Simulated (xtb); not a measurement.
BBr3 (SMILES BrB(Br)Br), singlet, from a rough starting geometry; xtb 6.7.1 with GFN2-xTB.

Here is a job for xtb.
```
$ xtb mol.xyz --gfn 2 --opt vtight --json

# file mol.xyz
4

B      0.02356925    -0.05853696    -0.03220573
Br    -1.48994312    -1.11028894    -0.14657784
Br     0.02657400     1.66158266    -0.87597581
Br     1.46617918    -0.55189033     0.97358176
```

What the program printed (banner, timings and long lists left out):

```
   ID    Z sym.   atoms
    1    5 B      1
    2   35 Br     2-4

           -------------------------------------------------
          |                Calculation Setup                |
           -------------------------------------------------

           -------------------------------------------------
          |                 G F N 2 - x T B                 |
           -------------------------------------------------

          ...................................................
          :                      SETUP                      :
          :.................................................:
          :  # basis functions                  34          :
          :  # atomic orbitals                  31          :
          :  # shells                           11          :
          :  # electrons                        24          :
          :  max. iterations                   250          :
          :  Hamiltonian                  GFN2-xTB          :
          :  restarted?                      false          :
          :  GBSA solvation                  false          :
          :  PC potential                    false          :
          :  electronic temp.          300.0000000     K    :
          :  accuracy                    1.0000000          :
          :  -> integral cutoff          0.2500000E+02      :
          :  -> integral neglect         0.1000000E-07      :
          :  -> SCF convergence          0.1000000E-05 Eh   :
          :  -> wf. convergence          0.1000000E-03 e    :
          :  Broyden damping             0.4000000          :
          :  net charge                          0          :
          :  unpaired electrons                  0          :
          ...................................................

 iter      E             dE          RMSdq      gap      omega  full diag
   1    -13.1438267 -0.131438E+02  0.108E+01    6.46       0.0  T
   2    -13.1660772 -0.222505E-01  0.149E+01    2.14       1.0  T
   3    -13.5807470 -0.414670E+00  0.693E+00    3.34       1.0  T
   4    -13.5685507  0.121963E-01  0.397E+00    3.30       1.0  T
   5    -13.5964535 -0.279028E-01  0.187E+00    3.68       1.0  T
   6    -13.5998576 -0.340405E-02  0.622E-01    3.90       1.0  T
   7    -13.5999907 -0.133079E-03  0.178E-01    3.83       1.0  T
   8    -13.6000507 -0.600824E-04  0.517E-02    3.86       1.0  T
   9    -13.6000507  0.938029E-07  0.745E-02    3.86       1.0  T
  10    -13.6000531 -0.245462E-05  0.239E-02    3.86       2.1  T
  11    -13.6000510  0.207527E-05  0.219E-02    3.85       2.3  T
  12    -13.6000535 -0.250766E-05  0.303E-03    3.86      16.5  T
  13    -13.6000535 -0.601153E-08  0.464E-04    3.86     107.8  T
  14    -13.6000535  0.623469E-09  0.484E-04    3.86     103.2  T

   *** convergence criteria satisfied after 14 iterations ***

         :::::::::::::::::::::::::::::::::::::::::::::::::::::
         ::                     SUMMARY                     ::
         :::::::::::::::::::::::::::::::::::::::::::::::::::::
         :: total energy             -13.568972566657 Eh    ::
         :: gradient norm              0.031634217431 Eh/a0 ::
         :: HOMO-LUMO gap              3.859271387387 eV    ::
         ::.................................................::
         :: SCC energy               -13.600053169632 Eh    ::
         :: -> isotropic ES            0.043565284880 Eh    ::
         :: -> anisotropic ES          0.007722554112 Eh    ::
         :: -> anisotropic XC         -0.020049147959 Eh    ::
         :: -> dispersion             -0.003900001693 Eh    ::
         :: repulsion energy           0.031080602975 Eh    ::
         :: add. restraining           0.000000000000 Eh    ::
         :: total charge               0.000000000000 e     ::
         :::::::::::::::::::::::::::::::::::::::::::::::::::::

      -----------------------------------------------------------
     |                   =====================                   |
     |                        A N C O P T                        |
     |                   =====================                   |
     |               Approximate Normal Coordinate               |
     |                Rational Function Optimizer                |
      -----------------------------------------------------------
      -----------------------------------------------------------
     |                   =====================                   |
     |                        A N C O P T                        |
     |                   =====================                   |
     |               Approximate Normal Coordinate               |
     |                Rational Function Optimizer                |
      -----------------------------------------------------------

          ...................................................
          :                      SETUP                      :
          :.................................................:
          :   optimization level         verytight          :
          :   max. optcycles                   200          :
          :   ANC micro-cycles                  20          :
          :   degrees of freedom                 6          :
          :.................................................:
          :   RF solver                   davidson          :
          :   write xtbopt.log                true          :
          :   linear?                        false          :
          :   energy convergence         0.1000000E-06 Eh   :
          :   grad. convergence          0.2000000E-03 Eh/α :
          :   maxmium RF displ.          1.0000000          :
          :   Hlow (freq-cutoff)         0.1000000E-01      :
          :   Hmax (freq-cutoff)         5.0000000          :
          :   S6 in model hess.         20.0000000          :
          ...................................................

generating ANC from exact Hessian ...
Using Lindh-Hessian (1995)
[...]
 * total energy  :   -13.5689726 Eh     change       -0.8291110E-09 Eh
 * total energy  :   -13.5700229 Eh     change       -0.1050356E-02 Eh
 * total energy  :   -13.5703730 Eh     change       -0.3501066E-03 Eh
 * total energy  :   -13.5703941 Eh     change       -0.2103208E-04 Eh
 * total energy  :   -13.5703991 Eh     change       -0.5071300E-05 Eh
 * total energy  :   -13.5704003 Eh     change       -0.1178160E-05 Eh
 * total energy  :   -13.5704004 Eh     change       -0.7142497E-07 Eh
   *** GEOMETRY OPTIMIZATION CONVERGED AFTER 7 ITERATIONS ***
[...]
          :  -> SCF convergence          0.1000000E-05 Eh   :
          :  -> wf. convergence          0.1000000E-03 e    :
          :  Broyden damping             0.4000000          :
          :  net charge                          0          :
          :  unpaired electrons                  0          :
          ...................................................

 iter      E             dE          RMSdq      gap      omega  full diag
   1    -13.5969974 -0.135970E+02  0.321E-04    3.84       0.0  T
   2    -13.5969974 -0.212310E-10  0.265E-04    3.84     188.6  T
   3    -13.5969974 -0.906120E-11  0.174E-04    3.84     286.8  T

   *** convergence criteria satisfied after 3 iterations ***

         :::::::::::::::::::::::::::::::::::::::::::::::::::::
         ::                     SUMMARY                     ::
         :::::::::::::::::::::::::::::::::::::::::::::::::::::
         :: total energy             -13.570400383033 Eh    ::
         :: gradient norm              0.004374093430 Eh/a0 ::
         :: HOMO-LUMO gap              3.840432799339 eV    ::
         ::.................................................::
         :: SCC energy               -13.596997007230 Eh    ::
         :: -> isotropic ES            0.043062200830 Eh    ::
         :: -> anisotropic ES          0.007194823208 Eh    ::
         :: -> anisotropic XC         -0.018082630557 Eh    ::
         :: -> dispersion             -0.003891425295 Eh    ::
         :: repulsion energy           0.026596624196 Eh    ::
         :: add. restraining           0.000000000000 Eh    ::
         :: total charge               0.000000000000 e     ::
         :::::::::::::::::::::::::::::::::::::::::::::::::::::

           -------------------------------------------------
          |                Property Printout                |
           -------------------------------------------------

    * Orbital Energies and Occupations

         #    Occupation            Energy/Eh            Energy/eV
      -------------------------------------------------------------
         1        2.0000           -0.8782527             -23.8985
         2        2.0000           -0.8782482             -23.8984
         3        2.0000           -0.8675306             -23.6067
         4        2.0000           -0.5718274             -15.5602
         5        2.0000           -0.5300974             -14.4247
         6        2.0000           -0.5300734             -14.4240
         7        2.0000           -0.5081129             -13.8265
         8        2.0000           -0.4649257             -12.6513
         9        2.0000           -0.4649078             -12.6508
        10        2.0000           -0.4607896             -12.5387
        11        2.0000           -0.4607528             -12.5377
        12        2.0000           -0.4549404             -12.3796 (HOMO)
        13                         -0.3138071              -8.5391 (LUMO)
        14                         -0.1449696              -3.9448
        15                         -0.1331190              -3.6224
        16                         -0.1330375              -3.6201
        17                         -0.0166488              -0.4530
        18                         -0.0166353              -0.4527
        19                         -0.0086132              -0.2344
        20                         -0.0086091              -0.2343
        21                         -0.0079002              -0.2150
        22                         -0.0077342              -0.2105
        23                         -0.0076598              -0.2084
       ...                                ...                  ...
        31                          0.9647779              26.2529
      -------------------------------------------------------------
                  HL-Gap            0.1411333 Eh            3.8404 eV
             Fermi-level           -0.3843738 Eh          -10.4593 eV

     #   Z          covCN         q      C6AA      α(0)
     1   5 B        2.548     0.430    16.312     6.939
     2  35 Br       1.299    -0.144   189.026    22.168
     3  35 Br       1.301    -0.143   189.025    22.168
     4  35 Br       1.299    -0.143   189.025    22.168

 Mol. C6AA /au·bohr⁶  :       2050.220850
 Mol. C8AA /au·bohr⁸  :     124915.514824
 Mol. α(0) /au        :         73.442935

Wiberg/Mayer (AO) data.
largest (>0.10) Wiberg bond orders for each atom

 ---------------------------------------------------------------------------
     #   Z sym  total        # sym  WBO       # sym  WBO       # sym  WBO
 ---------------------------------------------------------------------------
     1   5 B    3.462 --     3 Br   1.154     4 Br   1.154     2 Br   1.154
     2  35 Br   1.254 --     1 B    1.154
     3  35 Br   1.254 --     1 B    1.154
     4  35 Br   1.254 --     1 B    1.154
 ---------------------------------------------------------------------------

Topologies differ in total number of bonds
Writing topology from bond orders to xtbtopo.mol

molecular dipole:
                 x           y           z       tot (Debye)
 q only:        0.016      -0.017      -0.032
   full:        0.039      -0.043      -0.079       0.248
molecular quadrupole (traceless):
                xx          xy          yy          xz          yz          zz
 q only:       -0.736      -0.683      -0.608      -1.300       1.420       1.344
  q+dip:       -3.000      -2.794      -2.495      -5.312       5.812       5.495
   full:       -2.984      -2.779      -2.482      -5.283       5.781       5.466

optimized geometry written to: xtbopt.xyz

           -------------------------------------------------
          | TOTAL ENERGY              -13.570400383033 Eh   |
          | GRADIENT NORM               0.004374093430 Eh/α |
          | HOMO-LUMO GAP               3.840432799339 eV   |
           -------------------------------------------------

normal termination of xtb
```
